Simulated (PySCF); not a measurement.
**How methods differ on the interval between two levels of W⁺**

W⁺ [Xe] 4f14 5d4 6s1 [6D9/2, M_J = 9/2] → W⁺ [Xe] 4f14 5d4 6p1 [6F11/2, M_J = 11/2], as a difference of total energies. Computed with PySCF 2.14 in x2c-SVPall-2c with one added diffuse shell each of s, d type (8s9p10d2f, 99 functions), with the two-component X2C-1e Hamiltonian. "Screened" scales the spin-orbit matrix elements by Boettger's factors to mimic the two-electron term; Breit and QED terms are absent.

```json
{"method": "GHF (spin-free)", "interval between two levels (cm⁻¹)": "44957", "error (cm⁻¹)": "-391"}
{"method": "GHF (screened spin-orbit)", "interval between two levels (cm⁻¹)": "45791", "error (cm⁻¹)": "+443"}
```

Reference: 45348 cm⁻¹ (measured; NIST Handbook of Basic Atomic Spectroscopic Data (Sansonetti and Martin, J. Phys. Chem. Ref. Data 34, 1559 (2005))).

The spin-free rows relax to the high-spin LS determinant and lack the spin-orbit shift.

Errors of the correlated levels include the incompleteness of this basis and the frozen core.

The labels give the starting determinants; with spin-orbit coupling the two ends relaxed to ⟨J²⟩ = 24.78, ⟨L²⟩ = 6.56, ⟨S²⟩ = 8.51 and ⟨J²⟩ = 35.78, ⟨L²⟩ = 12.83, ⟨S²⟩ = 8.43.
